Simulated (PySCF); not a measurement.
Molfile (atoms numbered from 1):
```
CH8N2Si3
     RDKit          3D

 14 13  0  0  0  0  0  0  0  0999 V2000
   -0.9529    2.4968    0.9949 N   0  0  0  0  0  0  0  0  0  0  0  0
   -1.4152    1.4466    0.8200 C   0  0  0  0  0  0  0  0  0  0  0  0
   -1.9965   -0.3053    0.5226 Si  0  0  0  0  0  4  0  0  0  0  0  0
   -0.3485   -1.3552   -0.7940 Si  0  0  0  0  0  4  0  0  0  0  0  0
    1.5592    0.0572   -0.8613 Si  0  0  0  0  0  4  0  0  0  0  0  0
    1.9448    0.8286    0.6308 N   0  0  0  0  0  0  0  0  0  0  0  0
   -3.3432   -0.1964   -0.1079 H   0  0  0  0  0  0  0  0  0  0  0  0
   -2.1266   -0.9038    1.8831 H   0  0  0  0  0  0  0  0  0  0  0  0
   -0.9417   -1.6197   -2.1444 H   0  0  0  0  0  0  0  0  0  0  0  0
   -0.0825   -2.6765   -0.1381 H   0  0  0  0  0  0  0  0  0  0  0  0
    1.2568    1.1019   -1.8842 H   0  0  0  0  0  0  0  0  0  0  0  0
    2.7176   -0.7822   -1.2954 H   0  0  0  0  0  0  0  0  0  0  0  0
    1.3693    1.5994    0.9565 H   0  0  0  0  0  0  0  0  0  0  0  0
    2.3540    0.3113    1.3994 H   0  0  0  0  0  0  0  0  0  0  0  0
  1  2  3  0
  2  3  1  0
  3  4  1  0
  4  5  1  0
  5  6  1  0
  3  7  1  0
  3  8  1  0
  4  9  1  0
  4 10  1  0
  5 11  1  0
  5 12  1  0
  6 13  1  0
  6 14  1  0
M  END
```

Geometry: PBE0-D3(BJ)/def2-SVP; GIAO absolute shieldings from PySCF 2.14, gas phase, non-relativistic, averaged over equivalent atoms.

At B3LYP/pcSseg-1 (163 basis functions, 16 s wall time on 1 thread of an x86-64 server CPU, shared host):
```json
{"atoms": "N1", "σ (ppm)": "-110.4"}
{"atoms": "N6", "σ (ppm)": "259.8"}
{"atoms": "C2", "σ (ppm)": "52.4"}
{"atoms": "Si5", "σ (ppm)": "388.7"}
{"atoms": "Si3", "σ (ppm)": "434.9"}
{"atoms": "Si4", "σ (ppm)": "456.4"}
{"atoms": "H11/H12", "σ (ppm)": "26.21"}
{"atoms": "H7/H8", "σ (ppm)": "27.20"}
{"atoms": "H9/H10", "σ (ppm)": "28.17"}
{"atoms": "H13/H14", "σ (ppm)": "30.87"}
```

Predict the values at PBE0/pcSseg-1 on the same geometry.

Results:


```csv
atoms,σ at PBE0/pcSseg-1,change
N1,-107.9,+2.5
N6,265.4,+5.6
C2,55.8,+3.4
Si5,401.8,+13.1
Si3,448.6,+13.7
Si4,474.4,+18.0
H11/H12,25.98,-0.23
H7/H8,26.98,-0.22
H9/H10,27.96,-0.21
H13/H14,30.78,-0.09
```

The largest change is at Si4 (silicon bonded to 2 Si, 2 H). Cost: 163 basis functions, 16 s wall time on 1 thread of an x86-64 server CPU, shared host.
